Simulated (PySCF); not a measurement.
Compound: C6H13NO.
Numbering: `[CH3:1][O:2]/[CH:3]=[C:4](/[CH3:5])[C@@H:6]([CH3:7])[NH2:8]` (hydrogens: H9, H10, H11 on C1; H12 on C3; H13, H14, H15 on C5; H16 on C6; H17, H18, H19 on C7; H20, H21 on N8)

All values: wB97X-D/def2-SVPD (PySCF, non-relativistic), on one gas-phase PBE0-D3(BJ)/def2-SVP geometry that isn't relaxed in the solvent. The solvent is an IEF-PCM continuum (Bondi radii, 1.10 Å for H, scaled by 1.2), and excitations are vertical TDDFT with non-equilibrium linear response and a frozen core. Only the electrostatic response of the medium enters.

Gas-phase singlets (H = HOMO, L = LUMO):

```json
{"state": "S1", "E (eV)": "6.207", "λ (nm)": "200", "f": "0.023", "leading configurations": "H→L 82%, H→L+5 10%"}
{"state": "S2", "E (eV)": "6.486", "λ (nm)": "191", "f": "0.451", "leading configurations": "H→L+1 87%"}
{"state": "S3", "E (eV)": "6.625", "λ (nm)": "187", "f": "0.014", "leading configurations": "H-1→L+1 35%, H-1→L 27%"}
{"state": "S4", "E (eV)": "7.036", "λ (nm)": "176", "f": "0.003", "leading configurations": "H-1→L+1 53%, H-1→L+2 26%"}
{"state": "S5", "E (eV)": "7.062", "λ (nm)": "176", "f": "0.003", "leading configurations": "H→L+3 81%"}
```

Question: Give the list for cyclohexane (ε = 2.017), n² = 2.04.

Answer: 
| state | E (eV) | λ (nm) | f | leading configurations | change by rank (eV) |
| --- | --- | --- | --- | --- | --- |
| S1 | 6.228 | 199 | 0.030 | H→L 82%, H→L+5 10% | +0.021 |
| S2 | 6.369 | 195 | 0.552 | H→L+1 91% | -0.117 |
| S3 | 6.710 | 185 | 0.017 | H-1→L+1 31%, H-1→L 31% | +0.085 |
| S4 | 7.071 | 175 | 0.004 | H-1→L+1 58%, H-1→L+2 17% | +0.035 |
| S5 | 7.101 | 175 | 0.008 | H→L+3 83% | +0.039 |

Question: What are the lowest 5 singlets in dimethylsulfoxide (ε = 46.83)?

Answer: 
```tsv
state	E (eV)	λ (nm)	f	leading configurations	change by rank (eV)
S1	6.290	197	0.030	H→L 83%, H→L+5 10%	+0.083
S2	6.391	194	0.558	H→L+1 93%	-0.095
S3	6.897	180	0.016	H-1→L+1 36%, H-1→L 32%	+0.272
S4	7.144	174	0.011	H→L+3 50%, H→L+2 30%	+0.108
S5	7.163	173	0.006	H-1→L+1 49%, H-1→L 21%	+0.101
```

Question: The ground-state energy changes by -0.249 eV from gas to dimethylsulfoxide. By how much does the total energy of gas-phase S1 change?

Answer: E(S1) = E(S0) + excitation energy, so it changes by -0.249 + 0.083 = -0.166 eV: it is lowered less than the ground state, which is what a blue shift means. This is the vertical state, with the slow part of the continuum still set for S0.

Question: How do the frontier levels move from gas to dimethylsulfoxide?

Answer: 
```json
{"orbital": "LUMO+2", "gas (eV)": "2.78", "solvent (eV)": "2.92", "change (eV)": "+0.14", "Löwdin shares, gas": "C1 14 %, C7 12 %, H18 9 %, H11 9 %", "Löwdin shares, solvent": "C1 21 %, C7 9 %, C5 7 %, H11 7 %"}
{"orbital": "LUMO+1", "gas (eV)": "2.52", "solvent (eV)": "2.53", "change (eV)": "+0.01", "Löwdin shares, gas": "C3 23 %, C4 22 %, O2 8 %, H12 7 %", "Löwdin shares, solvent": "C3 26 %, C4 25 %, O2 9 %, H12 7 %"}
{"orbital": "LUMO", "gas (eV)": "2.29", "solvent (eV)": "2.39", "change (eV)": "+0.10", "Löwdin shares, gas": "C1 22 %, C3 13 %, H10 7 %, C5 6 %", "Löwdin shares, solvent": "C3 14 %, C1 13 %, C5 9 %, C7 8 %"}
{"orbital": "HOMO", "gas (eV)": "-7.93", "solvent (eV)": "-8.01", "change (eV)": "-0.08", "Löwdin shares, gas": "C4 29 %, C3 23 %, O2 23 %, C5 6 %", "Löwdin shares, solvent": "C4 29 %, O2 23 %, C3 23 %, C5 6 %"}
{"orbital": "HOMO-1", "gas (eV)": "-8.72", "solvent (eV)": "-8.89", "change (eV)": "-0.17", "Löwdin shares, gas": "N8 59 %, C6 13 %, H16 7 %, H20 5 %", "Löwdin shares, solvent": "N8 58 %, C6 13 %, H16 7 %, H20 5 %"}
{"orbital": "HOMO-2", "gas (eV)": "-10.90", "solvent (eV)": "-10.91", "change (eV)": "-0.01", "Löwdin shares, gas": "O2 27 %, C3 11 %, C6 10 %, C4 9 %", "Löwdin shares, solvent": "O2 29 %, C3 11 %, C6 9 %, C4 8 %"}
{"orbital": "HOMO-3", "gas (eV)": "-11.31", "solvent (eV)": "-11.29", "change (eV)": "+0.02", "Löwdin shares, gas": "O2 23 %, C1 11 %, C4 11 %, C6 11 %", "Löwdin shares, solvent": "O2 20 %, C1 12 %, C6 11 %, C4 11 %"}
```

The HOMO–LUMO gap goes from 10.23 to 10.39 eV.

Cost: about 80 s of CPU time on one thread; the machine was shared, so the figure is rough. This is the whole response run at wB97X-D/def2-SVPD in dimethylsulfoxide, SCF included.

Conformer computed: `[CH3:1][O:2]/[CH:3]=[C:4](/[CH3:5])[C@@H:6]([CH3:7])[NH2:8]`: C1–O2–C3–C4 158°, C3–C4–C6–C7 108°, H–N8–C6–C4 -178°, H–N8–C6–C4 65°.

Note: wB97X-D ran without an empirical dispersion term, which enters the total energy and its gradient alone.
